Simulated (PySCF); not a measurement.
Geometry (Å), atoms numbered from 1 in this order:
```xyz
20

C     3.304   -0.312   -1.200
C     2.048   -0.408   -0.764
C     1.514    0.338    0.419
O     0.329    1.046    0.129
C    -0.852    0.392    0.077
C    -1.024   -0.974    0.332
C    -2.300   -1.536    0.262
C    -3.408   -0.760   -0.061
C    -3.231    0.602   -0.318
C    -1.968    1.175   -0.251
H     3.662   -0.890   -2.056
H     4.027    0.351   -0.713
H     1.344   -1.073   -1.279
H     1.349   -0.345    1.275
H     2.241    1.096    0.747
H    -0.175   -1.612    0.582
H    -2.419   -2.603    0.463
H    -4.402   -1.210   -0.116
H    -4.090    1.227   -0.575
H    -1.810    2.237   -0.448
```

Geometry: PBE0-D3(BJ)/def2-SVP; GIAO shifts from PySCF 2.14, gas phase, non-relativistic, averaged over equivalent atoms.

At B3LYP/pcSseg-1 (220 basis functions, 41 s wall time on 1 thread of an Arm Neoverse V1, shared host):
```json
{"atoms": "C5", "δ (ppm)": "164.8"}
{"atoms": "C2", "δ (ppm)": "142.0"}
{"atoms": "C7/C9", "δ (ppm)": "135.6"}
{"atoms": "C8", "δ (ppm)": "125.2"}
{"atoms": "C1", "δ (ppm)": "124.8"}
{"atoms": "C6/C10", "δ (ppm)": "118.4"}
{"atoms": "C3", "δ (ppm)": "70.3"}
{"atoms": "O4", "δ (ppm)": "134.1"}
{"atoms": "H17/H19", "δ (ppm)": "7.24"}
{"atoms": "H18", "δ (ppm)": "6.86"}
{"atoms": "H16/H20", "δ (ppm)": "6.76"}
{"atoms": "H13", "δ (ppm)": "6.37"}
{"atoms": "H12", "δ (ppm)": "5.41"}
{"atoms": "H11", "δ (ppm)": "5.37"}
{"atoms": "H14/H15", "δ (ppm)": "4.51"}
```

δ = σ(ref) − σ, references computed at the same level: 13C (179.24 ppm), 1H (31.38 ppm) vs TMS; 17O (334.04 ppm) against H2O.

Task: Predict the values at PBE0/pcSseg-1 on the same geometry.

Result: 
```
  atoms  δ at PBE0/pcSseg-1  change
     C5               163.1    -1.7
     C2               141.2    -0.8
  C7/C9               135.3    -0.3
     C8               124.7    -0.5
     C1               125.8    +1.0
 C6/C10               117.9    -0.5
     C3                68.9    -1.4
     O4               128.4    -5.7
H17/H19                7.39   +0.15
    H18                6.99   +0.13
H16/H20                6.88   +0.12
    H13                6.45   +0.08
    H12                5.54   +0.13
    H11                5.52   +0.15
H14/H15                4.52   +0.01
```

Chemical shifts δ = σref − σ; 13C (σref 184.41), 1H (σref 31.27) vs TMS; 17O (σref 334.56) vs H2O, all at this level.

The largest change is at O4 (ether oxygen). Cost: 220 basis functions, 44 s wall time on 1 thread of an Arm Neoverse V1, shared host. The order of the carbon signals changes between the two levels.

The carbons averaged at δ 118.4 differ by 11 ppm in this conformer. Experimental scales use liquid or dissolved standards, which lie at an offset from isolated H2O (liquid H2O: subtract about 36 ppm).
